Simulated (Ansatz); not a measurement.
Input file for Ansatz (a program for electronic structure): R-PBE/def2-TZVPP on BH5N2 (SMILES NBN), a point of a torsion scan.

Ansatz 0.2 input:
```yaml
crystal:
  periodic: [false, false, false]
  atoms:
    - {symbol: N, position_ang: [1.06490027, -0.42183644, 0.43898860]}
    - {symbol: B, position_ang: [0.14944825, 0.63256793, 0.14531015]}
    - {symbol: N, position_ang: [0.58844441, 1.95404950, 0.01952534]}
    - {symbol: H, position_ang: [1.15304178, -1.18869547, -0.20482543]}
    - {symbol: H, position_ang: [1.99826608, -0.12832017, 0.69898103]}
    - {symbol: H, position_ang: [-0.96607704, 0.37339417, -0.10809633]}
    - {symbol: H, position_ang: [1.52894529, 2.24173355, 0.23528596]}
    - {symbol: H, position_ang: [-0.03738913, 2.73391462, -0.07868317]}
basis:
  gaussian:
    orbitals: def2-TZVPP
hamiltonian:
  xc: {name: PBE}
scf: {lower_state_search: off}
```

The log:

```
WARN ansatz: RAYON_NUM_THREADS=1 ignored (pool sized by the plan → 1); use --threads N
Functional definition: PBE
these checks for a lower state are left out or cut short: stability, starts, cluster_reference, orbital_swaps, neighbouring_geometries, increment
integrals: 0.05 GiB planned
774 factors; their error is unknown
mean field: 0.49 GiB planned
mean field evaluation 1: about -3721.0566 eV, gradient 9.0e1 eV
mean field evaluation 2: about -3680.8855 eV, gradient 1.5e2 eV
mean field evaluation 4: about -3736.3749 eV, gradient 6.2e0 eV
mean field evaluation 8: about -3736.4625 eV, gradient 1.9e-1 eV
mean field evaluation 16: about -3736.4544 eV, gradient 4.0e-5 eV
mean field -3736.45437334 eV, -137.3121655605 hartree, gradient 1.7e-6 eV, S^2 0.000000; 0 other end points of the search recorded, 0 dependent functions left out
reference -3736.45440894 eV, -137.3121668686 hartree; 12, 12 occupied and 151, 151 virtual orbitals, 774 factors
Total energy: -3736.45440894 eV, -137.3121668686 hartree
Checks for a lower state left out: stability, starts, cluster_reference, orbital_swaps, neighbouring_geometries, increment
```

Self-consistency was reached.

Cost: very roughly 0.8 core-seconds.
